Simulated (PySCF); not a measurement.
Species: Si(vinyl)3F, C₆H₉FSi.
Bonds: Si1–C2, Si1–C7, Si1–C12, Si1–F17, C2–C3, C7–C8, C12–C13. Hydrogens: H4 on C2; H5, H6 on C3; H9 on C7; H10, H11 on C8; H14 on C12; H15, H16 on C13.

The closed-shell ground state was solved at several levels (PySCF, density fitting, gas phase, non-relativistic). The structure is a single PBE0-D3(BJ)/def2-SVP conformer in the gas phase; no vibrational or solvent corrections.

```json
{"level": "B3LYP/pcSseg-1", "basis functions": "188", "total energy (Eh)": "-623.3860", "HOMO (eV)": "-7.48", "LUMO (eV)": "-0.88", "gap (eV)": "6.60", "dipole (D)": "1.46"}
{"level": "B3LYP/def2-SVPD", "basis functions": "239", "total energy (Eh)": "-623.1012", "HOMO (eV)": "-7.52", "LUMO (eV)": "-0.97", "gap (eV)": "6.55", "dipole (D)": "1.55"}
```

Problem. What might PBE0/pcSseg-1 (188 basis functions) give for the same quantities?

Solution. Total energy -622.8407 Eh, HOMO -7.73 eV, LUMO -0.69 eV, gap 7.04 eV, dipole 1.44 D.

Problem. Over all these levels, which gives the widest orbital gap and which the narrowest?

Solution. PBE0/pcSseg-1 (global hybrid, 25 % exact exchange) has the widest, 7.04 eV, and B3LYP/def2-SVPD (global hybrid, 20 % exact exchange) the narrowest, 6.55 eV. Functional and basis both differ between the two, so the spread mixes both effects.

Problem. How far do the dipole and the HOMO energy spread over the levels?

Solution. The dipole runs from 1.44 to 1.55 D (mean 1.48 D) and the HOMO from -7.73 to -7.48 eV.
